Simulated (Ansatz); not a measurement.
C4H14B2Si (SMILES CB(C)[SiH2]B(C)C), singlet, geometry from GFN2-xTB; CASSCF(2,3)/STO-3G in Ansatz (a first-principles code).

Here is a job for Ansatz.
Ansatz 0.2 input:
```yaml
crystal:
  periodic: [false, false, false]
  atoms:
    - {symbol: B, position_ang: [1.58829618, -0.00018007, -0.04232298]}
    - {symbol: C, position_ang: [2.29759440, 0.89834245, 1.04119059]}
    - {symbol: C, position_ang: [2.14001321, -1.45712762, -0.28872838]}
    - {symbol: Si, position_ang: [-0.02901170, 0.63369613, -0.97158980]}
    - {symbol: B, position_ang: [-1.58807757, -0.00459498, 0.04964413]}
    - {symbol: C, position_ang: [-2.10963381, 0.79355736, 1.30612151]}
    - {symbol: C, position_ang: [-2.27565930, -1.37746591, -0.30659330]}
    - {symbol: H, position_ang: [1.62653964, 1.58957702, 1.54876970]}
    - {symbol: H, position_ang: [3.03288336, 1.52133441, 0.52731953]}
    - {symbol: H, position_ang: [2.84700200, 0.33918770, 1.79818914]}
    - {symbol: H, position_ang: [2.02654357, -1.80298444, -1.31476226]}
    - {symbol: H, position_ang: [1.55674428, -2.14586846, 0.32730387]}
    - {symbol: H, position_ang: [3.18106362, -1.59500037, 0.00081848]}
    - {symbol: H, position_ang: [-0.03590766, 2.10901285, -1.12500220]}
    - {symbol: H, position_ang: [-0.06883774, 0.17891743, -2.38287735]}
    - {symbol: H, position_ang: [-2.02982190, 1.87459237, 1.20497220]}
    - {symbol: H, position_ang: [-3.13349384, 0.55594436, 1.59227348]}
    - {symbol: H, position_ang: [-1.48249127, 0.52397678, 2.15939805]}
    - {symbol: H, position_ang: [-1.60306786, -2.10226565, -0.76270992]}
    - {symbol: H, position_ang: [-2.77741366, -1.85919017, 0.53229516]}
    - {symbol: H, position_ang: [-3.04855867, -1.17894218, -1.05227902]}
basis:
  gaussian:
    orbitals: STO-3G
hamiltonian:
  xc: hf
magnetization: {spin_polarized: false}
correlation: {active_space: {window: {electrons: 2, orbitals: 3}}}
```

Question: Predict the main parts of the log of this Ansatz run.

Answer: 
```
Functional definition: HF
697 factors; integrals over basis functions are off by at most 9.3e-5 eV
mean field evaluation 1: about -13390.3947 eV, gradient 1.9e1 eV
mean field evaluation 2: about -13390.6553 eV, gradient 1.9e1 eV
mean field evaluation 4: about -13392.4118 eV, gradient 6.1e-1 eV
mean field evaluation 8: about -13392.4129 eV, gradient 3.0e-6 eV
mean field -13392.41290612 eV, -492.1620965964 hartree, gradient 1.6e-6 eV, S^2 0.000000; 0 other end points of the search recorded, 0 dependent functions left out
reference -13392.41290612 eV, -492.1620965964 hartree; 31, 31 occupied and 22, 22 virtual orbitals, 697 factors
state -13392.85564896 eV, -492.1783670956 hartree
Total energy: -13392.85564896 eV, -492.1783670956 hartree
```
